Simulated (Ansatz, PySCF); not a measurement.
C$_{4}$H$_{11}$AlO, singlet, geometry from GFN2-xTB (such geometries of metal compounds can be far from the true shape). Base run: CASSCF(4,6)/STO-3G in PySCF.

The PySCF input:
```python
from pyscf import gto, scf, mcscf
import numpy

mol = gto.Mole()
mol.atom = '''
    Al   -0.627700    0.672687   -0.018760
    H    -1.589989    1.767539    0.462321
    C    -0.529838    0.216930   -1.971634
    C    -1.513698    1.102837   -2.746417
    H    -0.766526   -0.838855   -2.164997
    H     0.480345    0.356761   -2.381597
    H    -1.273222    2.156155   -2.606108
    H    -2.530919    0.951244   -2.386864
    H    -1.493474    0.887237   -3.815354
    O     0.246943   -0.024593    1.188092
    C     1.021392   -0.666432    2.158504
    C     1.872665   -1.770165    1.543245
    H     1.667796    0.075993    2.642195
    H     0.354379   -1.091107    2.918525
    H     2.535951   -1.348319    0.791728
    H     2.465818   -2.257442    2.312743
    H     1.231276   -2.506411    1.064370
'''
mol.basis = 'sto-3g'
mol.charge = 0
mol.spin = 0
mol.verbose = 4
mol.build()

mf = scf.RHF(mol)
mf.kernel()
mc = mcscf.CASSCF(mf, 6, 4)
mc.fix_spin_(ss=0.0)
mc.kernel()
occ = numpy.linalg.eigvalsh(mc.fcisolver.make_rdm1(mc.ci, mc.ncas, mc.nelecas))[::-1]
ss = mc.fcisolver.spin_square(mc.ci, mc.ncas, mc.nelecas)[0]
print('natural occupations', occ.round(4), ' <S^2>', round(ss, 4))
```

Programs used: Ansatz (an electronic-structure program), PySCF; a row that names a program was run with it.

Variants of this job, named by their change:

| change | ΔE vs base (mEh) | natural occupations | <S^2> of the state | outcome |
|---|---|---|---|---|
| base | 0.000 | 1.98 1.98 0.02 0.02 0.00 0.00 | 0.00 | converged |
| orbitals = fixed (CASCI) | 27.686 | 2.00 2.00 0.00 0.00 0.00 0.00 | 0.00 | converged |
| fix_spin_ = off | 0.000 | 1.98 1.98 0.02 0.02 0.00 0.00 | 0.00 | converged |
| active space = 4 electrons, 3 orbitals | 14.603 | 2.00 1.98 0.02 | 0.00 | converged |
| conv_tol = 1e-5 | 13.238 | 1.99 1.98 0.02 0.01 0.00 0.00 | 0.00 | converged |
| active space = 4 electrons, 4 orbitals | 1.365 | 1.98 1.98 0.02 0.02 | 0.00 | converged |
| active space = 2 electrons, 3 orbitals | 17.415 | 1.98 0.02 0.00 | 0.00 | converged |
| correction = SC-NEVPT2 | -249.8 | 1.98 1.98 0.02 0.02 0.00 0.00 | 0.00 | converged |
| code = ansatz | -1.641 | - | - | converged |
| state_average = 2 states | - | - | - | not converged |
| solver = newton | -0.023 | 1.98 1.97 0.02 0.02 0.00 0.00 | 0.00 | converged |

Active orbitals are taken around the Fermi level unless the row says otherwise; CASSCF can end in different local minima, and two programs can end on different orbitals. State-averaged rows give the lowest state.
